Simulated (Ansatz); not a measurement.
The cluster Rb2Cl. The state is a doublet with charge 0. Geometry PBE-D4/def2-TZVP.

```
atom    x (Å)    y (Å)    z (Å)
 Rb1   0.3861   1.5906   1.6545
 Rb2  -0.8588  -2.1104  -0.4746
 Cl3   0.4727   0.5198  -1.1799
```

In the def2 sets Rb takes a core potential; there is no spin–orbit coupling. The structure comes from a short search, and lower isomers may exist.

**Question.** Estimate the α-spin orbital energies around the gap (eV) in Ansatz with PBE-D4/def2-TZVPD, r2SCAN-D4/def2-TZVP, r2SCAN-D4/def2-TZVPD, PBE0-D4/def2-SVP, PBE0-D4/def2-TZVP.

**Answer.** 
```csv
orbital,PBE-D4/def2-TZVPD,r2SCAN-D4/def2-TZVP,r2SCAN-D4/def2-TZVPD,PBE0-D4/def2-SVP,PBE0-D4/def2-TZVP
HOMO−9,-15.79,-16.38,-16.37,-17.63,-17.54
HOMO−8,-15.79,-16.38,-16.36,-17.62,-17.53
HOMO−7,-15.78,-16.37,-16.36,-17.61,-17.52
HOMO−6,-15.75,-16.34,-16.32,-17.58,-17.49
HOMO−5,-15.64,-16.22,-16.21,-17.47,-17.40
HOMO−4,-15.45,-16.05,-16.03,-17.28,-17.24
HOMO−3,-5.60,-5.87,-5.89,-6.72,-6.88
HOMO−2,-5.53,-5.79,-5.82,-6.64,-6.82
HOMO−1,-5.38,-5.66,-5.69,-6.45,-6.66
HOMO,-2.28,-2.24,-2.23,-2.62,-2.62
LUMO,-1.62,-1.48,-1.48,-1.25,-1.23
LUMO+1,-0.87,-0.76,-0.76,-0.52,-0.50
LUMO+2,-0.83,-0.69,-0.70,-0.51,-0.50
LUMO+3,-0.41,-0.23,-0.22,0.01,-0.06
LUMO+4,-0.36,-0.13,-0.15,0.06,-0.04
LUMO+5,-0.31,-0.04,-0.05,0.10,0.01
β HOMO,-5.37,-5.66,-5.68,-6.44,-6.65
β LUMO,-1.71,-1.48,-1.47,-1.28,-1.17
```
